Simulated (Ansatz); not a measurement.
`CB1N=C=CS1`. Total charge 0; spin multiplicity 1.

```xyz
10

C    -0.197    0.228    1.780
B    -0.137    0.011    0.238
N    -1.291   -0.315   -0.613
C    -0.599   -0.345   -1.633
C     0.547   -0.239   -2.262
S     1.436    0.138   -0.755
H    -0.582   -0.666    2.279
H    -0.879    1.047    2.026
H     0.783    0.461    2.202
H     0.919   -0.322   -3.262
```

(1) What are the harmonic wavenumbers in cm⁻¹ at PBE0-D4/def2-TZVP (Ansatz, finite differences of forces, unscaled)? (Best estimate.)

(2) Is this a minimum?

(3) Give the ideal-gas thermochemistry at 298.15 K and 1 bar (rigid rotor, harmonic oscillator; point group Cs, symmetry number 1).

Results:

(1) The calculation gave: 79, 194, 251, 370, 423, 432, 522, 558, 601, 721, 835, 864, 967, 1027, 1199, 1285, 1340, 1446, 1454, 1956, 3046, 3116, 3132, 3360.

(2) Yes, all 24 modes are real.

(3) Zero-point energy 174.5 kJ/mol; H(298) − E = 194.0 kJ/mol; entropy 332.5 J/(mol·K), of which translation 165.9, rotation 111.5, vibration 55.1; G(298) − E = 94.9 kJ/mol. Modes under 100 cm⁻¹ are hindered rotations or soft bends, so the harmonic entropy is rough.
